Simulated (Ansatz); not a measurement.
The pair A = C2H2 (SMILES C#C) (first 4 atoms), B = CH3Br (SMILES CBr); geometry from B3LYP-D3(BJ)/def2-TZVP.
(charge 0, multiplicity 1):
```xyz
9

C     -0.048     0.493     0.174
C     -0.007    -0.267    -0.751
H     -0.086     1.153     1.009
H      0.030    -0.932    -1.578
C     -0.400    -1.203     3.359
Br    -0.350     0.677     3.914
H     -0.303    -1.226     2.279
H     -1.352    -1.611     3.681
H      0.429    -1.706     3.843
```

Cores are frozen in the correlated methods. Filled d and f shells under p-block atoms count as core. MP2 and its Hartree–Fock in aug-cc-pVTZ are density fitted.

The values were computed with Ansatz (a first-principles code) with Gaussian orbitals. Values without a source in brackets are computed.

The counterpoise-corrected interaction energy is E(AB) − E(A in the pair's basis) − E(B in the pair's basis). Total energies (hartree):

```json
[
 {"level": "HF/aug-cc-pVDZ", "AB": "-2688.8351443", "A in the pair's basis": "-76.8288196", "B in the pair's basis": "-2612.0058800"},
 {"level": "MP2/aug-cc-pVDZ", "AB": "-2689.3809849", "A in the pair's basis": "-77.0913928", "B in the pair's basis": "-2612.2863909"},
 {"level": "HF/aug-cc-pVTZ", "AB": "-2688.9438535", "A in the pair's basis": "-76.8505928", "B in the pair's basis": "-2612.0928411"},
 {"level": "MP2/aug-cc-pVTZ", "AB": "-2689.6132129", "A in the pair's basis": "-77.1638336", "B in the pair's basis": "-2612.4456064"},
 {"level": "CCSD(T)/aug-cc-pVDZ", "AB": "-2689.4471657", "A in the pair's basis": "-77.1198210", "B in the pair's basis": "-2612.3245176"}
]
```

Problem. Work out the counterpoise-corrected interaction energy at the basis-set limit: extrapolate the MP2 correlation part as X⁻³, take Hartree–Fock from the larger set, and add the CCSD(T) − MP2 difference of aug-cc-pVDZ.

Solution. 
1. Differences (1 hartree = 627.509 kcal/mol): HF/aug-cc-pVDZ -0.279; MP2/aug-cc-pVDZ -2.009; HF/aug-cc-pVTZ -0.263; MP2/aug-cc-pVTZ -2.368; CCSD(T)/aug-cc-pVDZ -1.774.
2. Correlation parts, MP2 less HF: -1.730 in aug-cc-pVDZ (X = 2), -2.104 in aug-cc-pVTZ (X = 3).
3. Limit (3³·(-2.104) − 2³·(-1.730))/(3³ − 2³) = -2.262; with HF/aug-cc-pVTZ it gives -2.525.
4. CCSD(T) less MP2 in aug-cc-pVDZ: 0.235.
Result: -2.29 kcal/mol, against -2.01 at MP2/aug-cc-pVDZ. It is an estimate of this method's limit, not of the exact value.
